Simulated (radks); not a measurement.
Question: All-electron atom: Cl8+ in [He] 2s2 2p5. Calculated with a radial shooting solver on a logarithmic mesh with Libxc functionals: scalar-relativistic Kohn-Sham, SCAN, spin-polarised, spherical densities, finite nucleus; open shells are filled with parallel spins first; meta-GGA in the generalised Kohn-Sham scheme; Fermi nuclear charge, rms radius 3.3654 fm. Some entries of the table are withheld. Estimate them.

orbital,occ.,eigenvalue (hartree),<r> (bohr),r(max) (bohr)
1s up,1,-109.4046,0.09092,0.05947
1s down,1,-109.2844,0.09081,0.05944
2s up,1,-16.26880,0.4272,0.3542
2s down,1,-16.08023,0.4291,0.3552
2p up,3,-14.07910,0.3848,(1)
2p down,2,-13.84462,0.3876,(2)

Answer: 
(1) 2p up r(max) (bohr): 0.2929
(2) 2p down r(max) (bohr): 0.2945
